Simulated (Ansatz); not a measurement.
Total energies of `C=C=[N][AlH2]`.

```xyz
8

C    -1.185    1.600    0.741
C    -0.452    0.610    0.283
N     0.215   -0.291   -0.134
Al    1.201   -1.622   -0.751
H    -1.112    2.581    0.292
H    -1.862    1.436    1.567
H     2.160   -1.296   -1.958
H     1.035   -3.018   -0.041
```

The species carries charge 0 and has multiplicity 1. The geometry is a stationary point of PBE0-D4/def2-TZVP. Basis def2-TZVPP, Ansatz.

RPA on PBE orbitals: Hartree–Fock energy of these orbitals -374.42803 Eh, correlation -0.97331 Eh (frozen core).

```tsv
functional	energy without D4 (Eh)	D4 term (kJ/mol)
ωB97X-V	-375.74827	–
PBE-QIDH	-375.44142	–
```

(1) Give the same for LDA (SPW92), PBE, revPBE, BLYP, r2SCAN, B97M-V, PBE0, B3LYP, r2SCANh, r2SCAN0, HSE06 (plane-wave form), BHLYP, CAM-B3LYP, LC-ωPBE, ωB97M-V, B2PLYP. (An estimate is asked.)

B3LYP takes the VWN-RPA correlation (the form of Gaussian; ORCA's B3LYP/G). HSE06 is the plane-wave form, built on full-range PBE exchange. The double hybrids freeze the cores in their second-order part.

Answers

(1) Computed: 
| functional | energy without D4 (Eh) | D4 term (kJ/mol) |
| --- | --- | --- |
| LDA (SPW92) | -373.59875 | – |
| PBE | -375.52702 | -12.6 |
| revPBE | -375.74603 | -39.7 |
| BLYP | -375.79915 | -28.0 |
| r2SCAN | -375.72951 | -3.1 |
| B97M-V | -375.77897 | – |
| PBE0 | -375.55515 | -10.6 |
| B3LYP | -375.86744 | -20.4 |
| r2SCANh | -375.71893 | -3.3 |
| r2SCAN0 | -375.70399 | -3.7 |
| HSE06 (plane-wave form) | -375.54184 | -9.9 |
| BHLYP | -375.75690 | -15.4 |
| CAM-B3LYP | -375.77227 | -10.8 |
| LC-ωPBE | -375.64836 | – |
| ωB97M-V | -375.76096 | – |
| B2PLYP | -375.60751 | – |

LC-ωPBE has ω = 0.4 bohr⁻¹.
